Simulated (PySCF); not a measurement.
Molfile (atoms numbered from 1):
```
C2H11NSi2
     RDKit          3D

 16 15  0  0  0  0  0  0  0  0999 V2000
   -1.9857    0.4819    1.1894 C   0  0  0  0  0  0  0  0  0  0  0  0
   -1.2110    0.7709    0.0075 N   0  0  0  0  0  0  0  0  0  0  0  0
   -0.2633   -0.3982   -0.8556 Si  0  0  0  0  0  4  0  0  0  0  0  0
    1.1165   -1.0222    0.2570 C   0  0  0  0  0  0  0  0  0  0  0  0
    1.9156    0.3696    1.2432 Si  0  0  0  0  0  4  0  0  0  0  0  0
   -2.0804    1.3710    1.8349 H   0  0  0  0  0  0  0  0  0  0  0  0
   -3.0069    0.1065    0.9814 H   0  0  0  0  0  0  0  0  0  0  0  0
   -1.4779   -0.2859    1.7955 H   0  0  0  0  0  0  0  0  0  0  0  0
   -1.5369    1.5778   -0.5117 H   0  0  0  0  0  0  0  0  0  0  0  0
    0.3021    0.3301   -2.0320 H   0  0  0  0  0  0  0  0  0  0  0  0
   -1.0481   -1.5760   -1.3650 H   0  0  0  0  0  0  0  0  0  0  0  0
    1.8786   -1.5202   -0.3671 H   0  0  0  0  0  0  0  0  0  0  0  0
    0.7374   -1.7871    0.9560 H   0  0  0  0  0  0  0  0  0  0  0  0
    3.1883   -0.0971    1.8806 H   0  0  0  0  0  0  0  0  0  0  0  0
    2.2462    1.5258    0.3542 H   0  0  0  0  0  0  0  0  0  0  0  0
    1.0078    0.8414    2.3321 H   0  0  0  0  0  0  0  0  0  0  0  0
  1  2  1  0
  2  3  1  0
  3  4  1  0
  4  5  1  0
  1  6  1  0
  1  7  1  0
  1  8  1  0
  2  9  1  0
  3 10  1  0
  3 11  1  0
  4 12  1  0
  4 13  1  0
  5 14  1  0
  5 15  1  0
  5 16  1  0
M  END
```

Geometry: PBE0-D3(BJ)/def2-SVP; GIAO absolute shieldings from PySCF, gas phase, non-relativistic, averaged over equivalent atoms.

At PBE0/pcSseg-1 (154 basis functions, 13 s wall time on 1 thread of an Arm Neoverse V2, shared host):
```
      atoms  σ (ppm)
         C1    154.1
         C4    195.7
         N2    251.4
        Si3    381.0
        Si5    421.0
    H10/H11    26.49
H14/H15/H16    27.31
   H6/H7/H8    28.75
    H12/H13    31.27
         H9    31.41
```

Q: What do these become at KT2/pcSseg-2?

A: 
```json
{"atoms": "C1", "σ at KT2/pcSseg-2": "150.0", "change": "-4.1"}
{"atoms": "C4", "σ at KT2/pcSseg-2": "191.5", "change": "-4.2"}
{"atoms": "N2", "σ at KT2/pcSseg-2": "238.5", "change": "-12.9"}
{"atoms": "Si3", "σ at KT2/pcSseg-2": "380.5", "change": "-0.5"}
{"atoms": "Si5", "σ at KT2/pcSseg-2": "424.1", "change": "+3.1"}
{"atoms": "H10/H11", "σ at KT2/pcSseg-2": "26.16", "change": "-0.33"}
{"atoms": "H14/H15/H16", "σ at KT2/pcSseg-2": "27.16", "change": "-0.15"}
{"atoms": "H6/H7/H8", "σ at KT2/pcSseg-2": "28.50", "change": "-0.25"}
{"atoms": "H12/H13", "σ at KT2/pcSseg-2": "30.92", "change": "-0.35"}
{"atoms": "H9", "σ at KT2/pcSseg-2": "30.86", "change": "-0.55"}
```

The largest change is at N2 (nitrogen bonded to C, Si, H). Cost: 348 basis functions, 63 s wall time on 1 thread of an Arm Neoverse V2, shared host.
